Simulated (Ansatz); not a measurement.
Frontier orbitals of C2H10AlNSi (`C[SiH](N)[CH2][AlH2]`).

The species carries charge 0 and has multiplicity 1. All single points use the PBE0-D4/def2-TZVP geometry. It is one conformer, not always the lowest. Basis def2-TZVPP, Ansatz 0.2.0.

Orbital energies of one run (eV). Highest occupied ones, from the top: -6.55, -7.31, -7.78, -8.37, -8.98, -9.82, -10.51, -10.64, -11.11, -11.17, -12.93, -13.35, -18.17, -19.05. Empty: -1.51, 0.69, 0.93, 1.60, 1.63, 2.20.

Task: Which functional gave them?
A. PBE0
B. r2SCANh
C. r2SCAN0
D. ωB97X-V

Result: B. HOMO energies: r2SCANh -6.55, PBE0 -7.12, ωB97X-V -9.53, r2SCAN0 -7.32 eV.
